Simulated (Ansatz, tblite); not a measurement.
Spin states of Pb3Se3, each relaxed with r2SCAN-D4/def2-SVP in Ansatz. Electronic energies in the gas phase.

In the def2 sets Pb takes a core potential; there is no spin–orbit coupling. The xTB rows come from tblite. LC-ωPBE has ω = 0.4 bohr⁻¹. Correlated methods freeze 39 core orbitals; core or outer-core shells of Pb, Se are correlated, in sets that lack core-valence functions. HOMO above LUMO, or a gap near zero within one spin, warns that the state may not be the lowest or that an electron is smeared out. The structure comes from a short search, and lower isomers may exist.

Singlet geometry (C2v within 0.1 Å):

```csv
atom,x (Å),y (Å),z (Å)
Pb1,-0.2204,1.2083,1.3819
Pb2,0.4864,0.1931,-1.7731
Pb3,-0.4913,-2.5870,0.7222
Se4,0.5109,2.6882,-0.7505
Se5,-1.9513,-0.5400,-0.2632
Se6,1.6657,-0.9624,0.6828
```

Triplet geometry (C2v within 0.1 Å):

```xyz
6

Pb   -1.3653    0.6849    0.8618
Pb    1.0706    0.4427   -1.3167
Pb    0.6638   -2.5390    1.0241
Se   -0.6711    2.5674   -1.0356
Se   -1.0499   -1.3968   -1.0186
Se    1.3519    0.2408    1.4850
```

Quintet geometry:

```xyz
6

Pb   -0.4941    2.5607    0.1912
Pb    1.4180   -0.9192    0.7677
Pb   -0.2056   -2.0277   -2.1196
Se   -0.1406    0.8309    2.4246
Se    0.7798    0.5858   -1.5439
Se   -1.3575   -1.0305    0.2799
```

⟨S²⟩: triplet 2.02 at PBE0-D4/def2-TZVP (pure 2.00), quintet 6.02 at PBE0-D4/def2-TZVP (pure 6.00).

Only these spin states were relaxed. The quintet has other bonds than the singlet, so the gap mixes isomer and spin.

Q: Estimate which spin state lies lowest at each of these levels, and by how much: GFN1-xTB; GFN2-xTB; HF/def2-TZVP; PBE-D4/def2-TZVP; r2SCAN-D4/def2-TZVP; PBE0-D4/def2-TZVP; LC-ωPBE/def2-TZVP; MP2/def2-TZVP.

A: 
```json
{"level": "GFN1-xTB", "triplet − singlet (kcal/mol)": "49.6", "quintet − singlet (kcal/mol)": "129.4", "lowest of these": "singlet", "remarks": "–"}
{"level": "GFN2-xTB", "triplet − singlet (kcal/mol)": "44.8", "quintet − singlet (kcal/mol)": "116.6", "lowest of these": "singlet", "remarks": "–"}
{"level": "HF/def2-TZVP", "triplet − singlet (kcal/mol)": "25.3", "quintet − singlet (kcal/mol)": "66.7", "lowest of these": "singlet", "remarks": "–"}
{"level": "PBE-D4/def2-TZVP", "triplet − singlet (kcal/mol)": "36.4", "quintet − singlet (kcal/mol)": "84.6", "lowest of these": "singlet", "remarks": "gap within one spin near zero (triplet)"}
{"level": "r2SCAN-D4/def2-TZVP", "triplet − singlet (kcal/mol)": "35.0", "quintet − singlet (kcal/mol)": "85.2", "lowest of these": "singlet", "remarks": "–"}
{"level": "PBE0-D4/def2-TZVP", "triplet − singlet (kcal/mol)": "36.6", "quintet − singlet (kcal/mol)": "86.7", "lowest of these": "singlet", "remarks": "–"}
{"level": "LC-ωPBE/def2-TZVP", "triplet − singlet (kcal/mol)": "36.8", "quintet − singlet (kcal/mol)": "87.7", "lowest of these": "singlet", "remarks": "–"}
{"level": "MP2/def2-TZVP", "triplet − singlet (kcal/mol)": "44.6", "quintet − singlet (kcal/mol)": "102.4", "lowest of these": "singlet", "remarks": "–"}
```

Change of the quintet − singlet gap on mixing in exact exchange, in kcal/mol: PBE to PBE0 (25 % exact exchange) 2.1. The xTB methods have no term that favours high spin, so they put low spin too low.
